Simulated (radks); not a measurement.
Charge is removed step by step from the 4d level of I2+, starting from [Kr] 4d10 5s2 5p3. Method: scalar-relativistic Kohn-Sham, PBEsol, spin-unpolarised, spherical densities, finite nucleus; Fermi nuclear charge, rms radius 4.75 fm; computed with a radial shooting solver on a logarithmic mesh with Libxc functionals.

removed (e),E - E(0) (eV),eigenvalue (eV),E minus straight line (eV)
0,0.000,-70.535,0.000
0.25,18.206,-75.174,-1.777
0.5,37.582,-79.901,-2.383
0.75,58.150,-84.710,-1.798
1,79.930,-89.600,0.000

Removing the whole electron costs 79.930 eV by Delta-SCF, against 70.535 eV from minus the eigenvalue at the starting occupation. Slater's transition state (half an electron removed) gives 79.901 eV. Integrating minus the eigenvalue over the occupation (Janak's theorem) gives 79.956 eV. In this scalar-relativistic scheme the density is built from large components alone, so the theorem holds only approximately. The mean slope of the eigenvalue, de/dn, is 19.1 eV per electron.
